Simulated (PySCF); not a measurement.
Si(H)(F)2(Et) (C₂H₆F₂Si), SMILES CC[SiH](F)F. Atoms are numbered in the order given.

```xyz
11

Si     0.6360    -0.4119     0.0000
F      1.0301     0.4779     1.2938
F      1.0301     0.4779    -1.2938
C     -1.1883    -0.7299     0.0000
C     -2.0354     0.5421     0.0000
H      1.4904    -1.6232     0.0000
H     -1.4152    -1.3575    -0.8803
H     -1.4152    -1.3575     0.8803
H     -3.1110     0.3101     0.0000
H     -1.8263     1.1594    -0.8868
H     -1.8263     1.1594     0.8868
```

Geometry optimised at PBE0-D3(BJ)/def2-SVP. The values are those of a single conformer.

Two levels are set side by side: PBE/pcSseg-1 (PySCF) and HF/pcSseg-1 (PySCF). GIAO shifts against CFCl3 (¹⁹F), TMS (²⁹Si), TMS (¹H), TMS (¹³C) at the same level; non-relativistic, no solvent, atoms listed together averaged. Differences are taken from unrounded values.

```csv
quantity,HF
δ(²⁹Si) of Si1 (ppm),-13.2
"δ(¹⁹F) of F2, F3 (ppm)",-132.1
δ(¹³C) of C4 (ppm),8.4
δ(¹³C) of C5 (ppm),7.6
δ(¹H) of H6 (ppm),4.71
"δ(¹H) of H7, H8 (ppm)",0.75
```

Q: What does PBE give, and how far is it from HF? (An estimate is asked for; the answer gives what the named calculation found.)

A: 
```json
[
 {"quantity": "δ(²⁹Si) of Si1 (ppm)", "PBE": "2.1", "PBE minus HF": "15.3"},
 {"quantity": "δ(¹⁹F) of F2, F3 (ppm)", "PBE": "-183.4", "PBE minus HF": "-51.3"},
 {"quantity": "δ(¹³C) of C4 (ppm)", "PBE": "14.2", "PBE minus HF": "5.8"},
 {"quantity": "δ(¹³C) of C5 (ppm)", "PBE": "7.6", "PBE minus HF": "0.0"},
 {"quantity": "δ(¹H) of H6 (ppm)", "PBE": "5.53", "PBE minus HF": "0.82"},
 {"quantity": "δ(¹H) of H7, H8 (ppm)", "PBE": "0.97", "PBE minus HF": "0.22"}
]
```

Rough cost on one machine, each run with all the roots and properties that it gave: HF against PBE within a factor of 2.
